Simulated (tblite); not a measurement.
Species: B2Cl2H3N.
InChI=1S/B2Cl2H3N/c3-2(4)1-5/h1H,5H2

Calculated harmonic vibrations of the isolated species, GFN2-xTB (tblite), most abundant isotopes, no scaling. This tight-binding method is rough: wavenumbers can miss measured ones by several per cent, in bad cases by 10 to 20. Modes of hydrogen on boron can be 10 to 20 % off.

Harmonic wavenumbers (cm⁻¹): 33.3, 137.3, 146.0, 252.2, 412.4, 516.2, 532.0, 672.2, 696.1, 836.5, 863.5, 901.4, 1093.2, 1367.0, 1548.1, 2574.9, 3470.7, 3501.8.

A = 3189, B = 2297, C = 1411 MHz; mass 108.983 u (most abundant isotopes); point group C1, symmetry number 1.

**Question.** Zero-point energy?

**Answer.** ½Σν̃ = 9777 cm⁻¹ = 27.95 kcal/mol.

**Question.** Entropy at 350 K, 1 bar (ideal gas, RRHO, classical rotation)?

**Answer.** Translation 40.80, rotation 28.31, vibration 18.85: S = 88.0 cal/(mol K).

**Question.** And Cp and H(350 K) − H(0)?

**Answer.** Cp = 25.17 cal/(mol K), of which vibrations give 17.22 (their classical limit is 18 R = 35.8); H(350 K) − H(0) = 6.04 kcal/mol without the zero-point energy, 3.25 from vibrations.

**Question.** Blend soft modes into free rotors: weight 1/[1 + (100 cm⁻¹/ν̃)⁴] for the oscillator and the rest for a rotor with moment μB/(μ + B), μ = h/(8π²ν), B = 10⁻⁴⁴ kg m². What vibrational entropy results?

**Answer.** 16.87 cal/(mol K) in place of 18.85, which changes −T·S at 350 K by +0.69 kcal/mol.

**Question.** Which modes carry the vibrational entropy at 350 K?

**Answer.** 33.3 cm⁻¹: 5.94; 137.3 cm⁻¹: 3.15; 146.0 cm⁻¹: 3.03; 252.2 cm⁻¹: 2.00; 412.4 cm⁻¹: 1.16; 516.2 cm⁻¹: 0.83 cal/(mol K); the other 12 give 2.74 together.

**Question.** How do the functions run with temperature in this model?

**Answer.** 
```json
{"T (K)": "100", "S (cal/(mol K))": "64.7", "Cp (cal/(mol K))": "13.8", "H − H(0) (kcal/mol)": "1.10", "G − H(0) (kcal/mol)": "-5.37", "ln q(vib)": "1.28"}
{"T (K)": "200", "S (cal/(mol K))": "75.8", "Cp (cal/(mol K))": "18.7", "H − H(0) (kcal/mol)": "2.72", "G − H(0) (kcal/mol)": "-12.43", "ln q(vib)": "2.74"}
{"T (K)": "300", "S (cal/(mol K))": "84.2", "Cp (cal/(mol K))": "23.3", "H − H(0) (kcal/mol)": "4.82", "G − H(0) (kcal/mol)": "-20.44", "ln q(vib)": "4.13"}
{"T (K)": "500", "S (cal/(mol K))": "97.7", "Cp (cal/(mol K))": "29.5", "H − H(0) (kcal/mol)": "10.16", "G − H(0) (kcal/mol)": "-38.70", "ln q(vib)": "6.74"}
{"T (K)": "800", "S (cal/(mol K))": "112.7", "Cp (cal/(mol K))": "34.3", "H − H(0) (kcal/mol)": "19.81", "G − H(0) (kcal/mol)": "-70.39", "ln q(vib)": "10.19"}
{"T (K)": "1000", "S (cal/(mol K))": "120.6", "Cp (cal/(mol K))": "36.3", "H − H(0) (kcal/mol)": "26.88", "G − H(0) (kcal/mol)": "-93.74", "ln q(vib)": "12.20"}
```

q(vib) and H(0) count from the zero-point level.

Hindered rotation and anharmonicity are outside this model.

Conformer computed: `[NH2:1][BH:2][B:3]([Cl:4])[Cl:5]`: N1–B2–B3–Cl4 81°, H–N1–B2–B3 -1°, H–N1–B2–B3 180°.
